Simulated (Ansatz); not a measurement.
FGeH4NO, SMILES `[NH2][GeH]([OH])[F]` from Hartree–Fock to CCSD(T)

Cartesian coordinates in Å:
```
N -0.142 -1.051 -0.947
Ge 0.390 0.213 0.216
O -0.668 1.588 -0.072
F 0.111 -0.199 1.892
H -1.135 -1.232 -0.977
H 0.379 -1.914 -0.956
H 1.888 0.501 0.115
H -0.823 2.095 0.729
```

Charge 0, multiplicity 1. Correlated methods include outer-core shells of Ge, which these sets cover unevenly. Scalar relativity is left out up to krypton. The structure was optimised at the PBE0-D4/def2-TZVP level. It is one conformer, not always the lowest. Frozen core, restricted reference, Ansatz 0.2.0.

```tsv
basis	HF (Eh)	MP2 corr.	CCSD corr.	(T)	CCSD(T) total
def2-SVP	-2306.08059	-0.77541	-0.78905	-0.01752	-2306.88716
def2-TZVPP	-2306.64688	-0.96228	-0.97080	-0.03318	-2307.65086
def2-QZVPP	-2306.70066	-1.28564	–	–	–
```
